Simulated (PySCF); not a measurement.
Removal energies of Xe⁴⁴⁺ from EOM-IP-GCCSD

Reference: closed-shell Xe⁴⁴⁺, [Ne]; one electron is removed. Calculated with PySCF 2.14, two-component X2C-1e with screened spin-orbit coupling, an uncontracted even-tempered set (17 s from 5.5 bohr⁻², ratio 2.6; 13 p from 7.2 bohr⁻², ratio 2.6; 6 d from 7.4 bohr⁻², ratio 2.8; 3 f from 170 bohr⁻², ratio 2.8); frozen 1s2; the 48 highest virtual spinors dropped; of the others 44 kept and the rest restored at second order. No Breit or QED terms. Binding energies in eV.

| level | Koopmans |
| --- | --- |
| 2s1/2 | 8313.4 |
| 2p1/2 | 8009.7 |
| 2p3/2 | 7669.1 |

**Question.** How does correlation move these levels?

**Answer.** 2s1/2: second order 8310.2, EOM-CCSD 8310.3; 2p1/2: second order 8007.4, EOM-CCSD 8007.5; 2p3/2: second order 7667.2, EOM-CCSD 7667.3.

For comparison, the ionisation energy of Xe⁴⁴⁺ is 7660 ± 4 eV (theoretical estimate listed by NIST; NIST Atomic Spectra Database, ionization energies).
